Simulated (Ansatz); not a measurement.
C₂H₄BN (`BC#CN`) at its PBE0-D4/def2-TZVP geometry, where that method's forces vanish. The species carries charge 0 and has multiplicity 1.

```xyz
8

B    -0.4646   -0.2863   -1.9246
C    -0.1236   -0.0760   -0.5121
C     0.1612    0.0995    0.6667
N     0.4643    0.2863    1.9237
H    -1.5648   -0.6452   -2.2292
H     0.3569   -0.0992   -2.7745
H    -0.2131    0.1335    2.6512
H     1.3837    0.5874    2.1987
```

Problem. What forces (eV/Å) does ωB97M-V/def2-TZVPP give on these atoms in the Gaussian-basis code of Ansatz? (An estimate is asked.)

Solution. Ansatz gave: 
```
B1  -0.073 -0.044 -0.300
C2   0.095  0.058  0.389
C3  -0.156 -0.097 -0.645
N4   0.120  0.074  0.495
H5   0.151  0.049  0.047
H6  -0.110 -0.025  0.121
H7   0.041  0.007 -0.069
H8  -0.067 -0.023 -0.038
```
